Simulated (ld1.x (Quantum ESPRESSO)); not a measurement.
**Reading a pseudo-wave (magnesium (Mg))**

Columns: radius, all-electron u(r) and pseudo u(r) of the 2p shell (level -46.61 eV) of magnesium in the configuration [He] 2s2 2p6 3s2 3p0; PBE, scalar-relativistic, PAW scheme, ld1.x (Quantum ESPRESSO) 7.5.

| r (bohr) | all-electron | pseudo |
| --- | --- | --- |
| 0.068 | 0.1661 | 0.0146 |
| 0.135 | 0.4537 | 0.0564 |
| 0.202 | 0.7201 | 0.1221 |
| 0.270 | 0.9244 | 0.2079 |
| 0.338 | 1.0579 | 0.3062 |
| 0.405 | 1.1285 | 0.4078 |
| 0.473 | 1.1516 | 0.5082 |
| 0.540 | 1.1390 | 0.5974 |
| 0.608 | 1.1016 | 0.6723 |
| 0.675 | 1.0487 | 0.7265 |
| 0.742 | 0.9864 | 0.7591 |
| 0.810 | 0.9180 | 0.7697 |
| 0.878 | 0.8479 | 0.7593 |
| 0.945 | 0.7793 | 0.7316 |
| 1.013 | 0.7119 | 0.6901 |
| 1.080 | 0.6485 | 0.6406 |
| 1.148 | 0.5880 | 0.5861 |
| 1.215 | 0.5325 | 0.5323 |
| 1.283 | 0.4803 | 0.4803 |
| 1.350 | 0.4330 | 0.4330 |
| 1.418 | 0.3890 | 0.3890 |
| 1.485 | 0.3496 | 0.3496 |
| 1.553 | 0.3131 | 0.3131 |
| 1.620 | 0.2806 | 0.2806 |
| 1.688 | 0.2508 | 0.2508 |
| 1.755 | 0.2244 | 0.2244 |

How many radial nodes do the two functions have?

The all-electron 2p function has n − l − 1 = 0; the pseudo-wave has 0.

At about which radius was the pseudo-wave matched?

1.35 bohr. The columns agree to 0.0005 from 1.22 bohr on; several derivatives are matched, so the curves merge somewhat inside the radius.

Where does each function peak?

Outermost all-electron maximum near 0.47 bohr, pseudo maximum near 0.81 bohr (to the table’s step).

Is the pseudo-wave norm-conserving?

No, it belongs to a PAW set: the norm inside the radius is not constrained, and the difference is carried by the augmentation charge.
